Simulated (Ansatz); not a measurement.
Pulling on the Si1–Br3 bond in BrHSi (SMILES [SiH]Br) (multiplicity 1 held, fragments rigid). Energies count from the point at 2.267 Å.
Geometry at that point (charge 0, multiplicity 1):
```xyz
3

Si    -0.89670    -0.76105     1.06218
H     -1.89252    -1.22929     0.00777
Br     0.41275     0.33954    -0.42510
```

Restricted levels (R-, RO-) in cc, def2 and unpolarised 6-31G sets keep to the state of the molecule at rest. Unrestricted levels (U-) break spin symmetry where that is lower. Active spaces are followed from a long bond inwards. Levels need not reach the same state.

Frozen-core correlation. Filled d and f shells under p-block atoms count as core.

The values were computed with Ansatz (a quantum-chemistry and plane-wave program) with Gaussian orbitals. Each number belongs to the level named beside it.

Energies in eV.

| R (Å) | U-PBE/def2-TZVPP | R-B3LYP/def2-TZVPP | R-wB97X-V/def2-TZVPP | U-MP2/def2-TZVPP | CASSCF(6,4)/def2-TZVPP | FIC-MRCISD+Q on CASSCF(6,4)/def2-TZVPP |
|---|---|---|---|---|---|---|
| 1.813 | 2.53 | 2.55 | 2.42 | 2.50 | 2.63 | 2.58 |
| 2.040 | 0.43 | 0.44 | 0.36 | 0.39 | 0.46 | 0.42 |
| 2.267 | 0.00 | 0.00 | 0.00 | 0.00 | 0.00 | 0.00 |
| 2.493 | 0.24 | 0.23 | 0.31 | 0.30 | 0.21 | 0.28 |
| 2.720 | 0.71 | 0.70 | 0.87 | 0.84 | 0.66 | 0.80 |
| 3.060 | 1.51 | 1.49 | 1.79 | 1.73 | 1.43 | 1.65 |
| 3.400 | 2.20 | 2.20 | 2.63 | 2.88 | 2.12 | 2.39 |
| 3.967 | 3.00 | 3.07 | 3.71 | 3.57 | 2.89 | 3.25 |
| 4.533 | 3.40 | 3.62 | 4.45 | 3.74 | 3.17 | 3.61 |
| 5.213 | 3.60 | 4.00 | 5.04 | 3.79 | 3.25 | 3.71 |
| 6.120 | 3.69 | 4.25 | 5.52 | 3.80 | 3.27 | 3.73 |
| 7.253 | 3.73 | 4.39 | 5.84 | 3.81 | 3.27 | 3.74 |

Doubts at one or more of the structures used: a spin-contaminated determinant (U-PBE/def2-TZVPP, U-MP2/def2-TZVPP); a restricted determinant that unrestricted orbitals would lower (R-B3LYP/def2-TZVPP, R-wB97X-V/def2-TZVPP); active orbitals that take no part (CASSCF(6,4)/def2-TZVPP, FIC-MRCISD+Q on CASSCF(6,4)/def2-TZVPP).
